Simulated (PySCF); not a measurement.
**GeSF2: from structure and modes to constants**

Computed with PBE0/[Ge def2-TZVP, S def2-TZVP, F def2-TZVP], no relativity, density fitting, PySCF.

The singlet minimum has Cs symmetry. Masses (u): Ge 73.92118, S 31.97207, F 18.99840.

```xyz
4
charge 0 multiplicity 1, angstrom
Ge    0.0000    0.0000   -0.1554
S     0.0000    0.0000    1.8452
F     1.3051    0.0000   -1.2554
F    -1.3051    0.0000   -1.2554
```

Harmonic wavenumbers (cm⁻¹): 171.9 (a'', ×1), 187.6 (a', ×1), 261.0 (a', ×1), 555.8 (a', ×1), 741.8 (a'', ×1), 769.0 (a', ×1).

(1) What is the harmonic zero-point energy?

(2) Find the vibrational entropy and heat capacity at 298.15 K.

Results:

(1) Half the sum of all 6 wavenumbers, 2687/2 = 1344 cm⁻¹, which is 16.1 kJ/mol (1 cm⁻¹ = 0.0119627 kJ/mol).

(2) With u = 1.43878 ω/T, each mode gives S = R[u/(eᵘ−1) − ln(1−e⁻ᵘ)] and C = R u² eᵘ/(eᵘ−1)².
| ω (cm⁻¹) | u | S (J/(mol K)) | C (J/(mol K)) |
| --- | --- | --- | --- |
| 171.9 | 0.829 | 10.10 | 7.85 |
| 187.6 | 0.906 | 9.42 | 7.77 |
| 261.0 | 1.259 | 6.93 | 7.30 |
| 555.8 | 2.682 | 2.23 | 4.72 |
| 741.8 | 3.580 | 1.09 | 3.14 |
| 769.0 | 3.711 | 0.98 | 2.94 |
The sums over all modes are S = 30.7 and C = 33.7 J/(mol K); the softest mode gives 33 % of the entropy.

Only a few start shapes were tried, so a lower isomer may exist.
